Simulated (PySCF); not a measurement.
Computed shifts of a molecule CH8FNOSi2, KT2/pcSseg-1 (PySCF), GIAO, gas phase, atoms alike by connectivity averaged where their shifts nearly agree, in ppm (number of nuclei): ¹³C: 59.9 (1). ²⁹Si: -10.1 (1), -23.9 (1). ¹⁵N: 46.8 (1). ¹⁹F: -174.1 (1). ¹H: 5.54 (1), 5.25 (2), 3.92 (3), 2.03 (1), 1.57 (1). References: ¹³C against TMS (σ = 185.1 ppm); ¹⁷O against H2O (σ = 330.4 ppm); ²⁹Si against TMS (σ = 361.9 ppm); ¹⁵N against NH3 (σ = 266.2 ppm); ¹⁹F against CFCl3 (σ = 127.1 ppm); ¹H against TMS (σ = 31.47 ppm), references at their B3LYP-D3(BJ)/def2-TZVP geometries, non-relativistic. Geometry optimised at PBE0-D3(BJ)/def2-SVP. The values are those of a single conformer.

**Question.** Pick the molecule that these values belong to.
(A) C[Si@](N)(F)[SiH2]O
(B) CO[SiH2][Si@@H](N)F
(C) CO[Si@@](N)(F)[SiH3]
(D) C[Si@H](F)[Si@H](N)O

**Answer.** B, CO[SiH2][Si@@H](N)F
